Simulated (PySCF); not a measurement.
HNSi, SMILES [NH+]#[Si-]. Atoms are numbered in the order given.

```xyz
3

H      0.0000     0.0000    -1.9384
N      0.0000     0.0000    -0.9383
Si     0.0000     0.0000     0.6076
```

The structure is a stationary point at PBE0-D3(BJ)/def2-TZVPD.

All values below come from PBE/pcJ-2 (PySCF).

Isotropic couplings with Fermi-contact, spin-dipole and both spin-orbit terms, one fixed conformer, no vibrational averaging. Isotopes: 14N, 1H, 29Si.

Computed spin–spin coupling constants:
```json
[
 {"pair": "H1–N2", "bonds apart": "1", "J (Hz)": "62.3"},
 {"pair": "N2–Si3", "bonds apart": "1", "J (Hz)": "10.0"},
 {"pair": "H1–Si3", "bonds apart": "2", "J (Hz)": "-15.6"}
]
```
